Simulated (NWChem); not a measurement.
Species: CH₄N₂S anion, doublet; SMILES of the neutral closed-shell parent NC(N)=S

```xyz
8

N      1.1791    -1.0677    -0.0733
C     -0.0083    -0.3193     0.2221
N     -1.1614    -1.1359    -0.0071
S     -0.0035     1.4077    -0.0586
H      1.2782    -1.8720     0.5471
H      1.9928    -0.4680     0.0095
H     -1.1739    -1.4860    -0.9818
H     -1.9908    -0.5610     0.1099
```
Atoms are numbered in this order, from 1.

Results from NWChem. Pople sets run with spherical d functions. Spin-unrestricted. Coordinates come from a B3LYP/def2-SVPD, spin-unrestricted optimisation. Not confirmed as a minimum by frequencies. The spin multiplicity was typed, not searched, and may not be the lowest. No stability test was run on the SCF state. The gas-phase anion has a positive highest level at the geometry level, so the gas reference is doubtful. Level: B3LYP/6-31+G* with SMD (1 M gas to 1 M solution), gas-phase geometry. Reactions with the solvent are ignored.

For solvent ethyl acetate:

```yaml
solvation free energy (kcal/mol): -54.5
cavity-dispersion-structure term (kcal/mol): -0.6
```

Question: What are these values for solvent ethylene glycol?

Answer: The solvation free energy (kcal/mol) is -61.6 and the cavity-dispersion-structure term (kcal/mol) is 1.8.
